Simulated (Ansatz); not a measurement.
# Energy profile

The step: SnH₄ + H₂O + NH₃ → SnNH₅ ([NH2][SnH3]) + H₂O + H₂; bonds formed: Sn1–N7, H2–H8, H6–O9; bonds broken: Sn1–H2, H6–N7, H8–O9 (atoms numbered as in the saddle structure below).

```
12
angstrom
Sn -0.7685 0.2039 -1.2753
H -0.1971 -1.6059 -0.2064
H 0.4128 -0.3615 -2.3639
H -1.1075 1.8287 -1.8204
H -2.2997 -0.5344 -1.1818
H 0.6620 0.1160 1.1340
N 0.0415 0.9899 0.5808
H 0.3749 -1.4767 0.5658
O 1.0411 -1.0296 1.5655
H 0.5887 1.8207 0.3816
H -0.7184 1.2855 1.1861
H 1.9703 -1.2367 1.4341
```

Electronic energies by CCSD(T) at an estimated basis limit (MP2 extrapolated from triple and quadruple zeta, plus CCSD(T) − MP2 in triple zeta), on PBE0-D4/def2-TZVP structures; SnNH9O, closed shell; no counterpoise correction. Computed with Ansatz 0.2.0 (basis: def2-TZVPP and def2-QZVPP); correlated methods freeze the cores. Filled d shells of the heavier atoms are correlated. Core potentials replace the inner electrons of the atoms past krypton. The def2 sets are not built for correlating such inner shells, so the correlated values are less sure here. Extrapolation: Hartree–Fock as exp(−7.88 √X), correlation as X^−2.97.

Task: Give the profile in eV, counted from the separated reactants. (Judge from chemistry; the value comes from the calculation.)

Result: Computed:
```json
{"point": "separated: SnH4 (Sn1, H2, H3, H4, H5; singlet) + NH3 (H6, N7, H10, H11; singlet) + H2O (H8, O9, H12; singlet)", "eV": "0.000"}
{"point": "start structure", "eV": "-0.333"}
{"point": "saddle", "eV": "1.503"}
{"point": "end structure", "eV": "-0.064"}
{"point": "separated: SnNH5 (linked as [NH2][SnH3]; Sn1, H3, H4, H5, N7, H10, H11; singlet) + H2 (H2, H8; singlet) + H2O (H6, O9, H12; singlet)", "eV": "0.286"}
```

The T1 diagnostic stays at or below 0.014.

For scale, one of the runs: CCSD(T)/def2-TZVPP, 238 basis functions, launched by `ansatz run in.yaml --threads 4 --pin off --events-out ev --progress --plain --max-ram 9574MiB`. The run took 2.2 min on 4 CPU threads of an Arm Neoverse V2 (shared host), with 5 GiB of host memory at its peak.
